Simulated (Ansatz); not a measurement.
Cost and result for the atomization energy of C$_{3}$H$_{4}$BNS (`CB1N=C=CS1`) (10 atoms, 10 bonds).

Z-matrix (Å, degrees):
```
C
B 1 1.559
H 1 1.094 2 110.6
H 1 1.092 2 112.2 3 -120.9
H 1 1.094 2 110.6 3 118.2
N 2 1.470 1 124.9 3 -59.1
C 2 1.959 1 163.9 3 -59.1
S 2 1.864 1 123.4 3 120.9
C 7 1.312 2 103.7 1 -180.0
H 9 1.071 7 138.2 2 -180.0
```

The species carries charge 0 and has multiplicity 1. The geometry is a stationary point of PBE0-D4/def2-TZVP. Program: Ansatz. All runs use 4 threads of a server CPU on a shared host. Times are those of one run each, without the atoms' runs, and a repeat can differ threefold. Electronic energies, without spin–orbit coupling; frozen cores. CCSD(T)/CBS adds CCSD(T) − MP2 in def2-TZVPP to the MP2 limit, and its time is that of the two runs behind it. T1 = 0.019. B3LYP takes the VWN-RPA correlation (the form of Gaussian; ORCA's B3LYP/G). HSE06 is the plane-wave form, built on full-range PBE exchange.

CCSD(T)/CBS is a level of theory with its own doubt, some kJ/mol a heavy atom from the limit and from the frozen cores, so smaller differences don't rank the functionals.

| level | functions | wall time |
| --- | --- | --- |
| LDA (SPW92)/def2-TZVPP | 253 | 1.9 s |
| HSE06-D4/def2-TZVPP | 253 | 7 s |
| r2SCAN-D4/def2-TZVPP (with forces) | 253 | 7 s |
| r2SCANh-D4/def2-TZVPP | 253 | 8 s |
| CCSD(T)/def2-SVP | 108 | 8.1 s |
| B3LYP-D4/def2-TZVPP (with forces) | 253 | 8.5 s |
| B2PLYP/def2-TZVPP | 253 | 9.5 s |
| ωB97X-V/def2-TZVPP | 253 | 11 s |
| B97M-V/def2-TZVPP | 253 | 12 s |
| ωB97M-V/def2-TZVPP (with forces) | 253 | 17 s |
| MP2/def2-QZVPP | 475 | 44 s |
| CCSD(T)/def2-TZVPP | 253 | 3.4 min |
| CCSD(T)/CBS(def2) | – | 4.2 min |

Question: What atomization energy does each give, and how far from CCSD(T)/CBS? (Best estimate.)

Answer: Ansatz gave: 
| level | atomization (kcal/mol) | difference from CCSD(T)/CBS | per bond |
| --- | --- | --- | --- |
| LDA (SPW92)/def2-TZVPP | 1185.4 | 186.3 | 18.6 |
| HSE06-D4/def2-TZVPP | 1026.0 | 26.9 | 2.7 |
| r2SCAN-D4/def2-TZVPP (with forces) | 1017.3 | 18.2 | 1.8 |
| r2SCANh-D4/def2-TZVPP | 1007.9 | 8.8 | 0.9 |
| CCSD(T)/def2-SVP | 948.3 | -50.8 | -5.1 |
| B3LYP-D4/def2-TZVPP (with forces) | 1008.4 | 9.3 | 0.9 |
| B2PLYP/def2-TZVPP | 997.7 | -1.4 | -0.1 |
| ωB97X-V/def2-TZVPP | 1007.9 | 8.8 | 0.9 |
| B97M-V/def2-TZVPP | 1017.2 | 18.1 | 1.8 |
| ωB97M-V/def2-TZVPP (with forces) | 1013.0 | 13.9 | 1.4 |
| MP2/def2-QZVPP | 1021.4 | 22.3 | 2.2 |
| CCSD(T)/def2-TZVPP | 970.0 | -29.1 | -2.9 |
| CCSD(T)/CBS(def2) | 999.1 | 0.0 | 0.0 |

From PBE to PBE0 (25 % exact exchange), in def2-TZVPP and without D4, the atomization energy moves by −29.0 kcal/mol: exact exchange takes away binding that semilocal exchange gives to molecules. At CCSD(T), def2-SVP lies −50.7 kcal/mol from the extrapolated value and def2-TZVPP −29.1 kcal/mol: correlation converges slowly with the basis, and small sets miss more of it in the bonded molecule than in its fragments. In def2-TZVPP, CCSD(T) changes the Hartree–Fock value by +274.6 kcal/mol (the triples alone add +25.3 kcal/mol) and MP2 by +309.0 kcal/mol; breaking electron pairs costs correlation energy, which Hartree–Fock lacks.
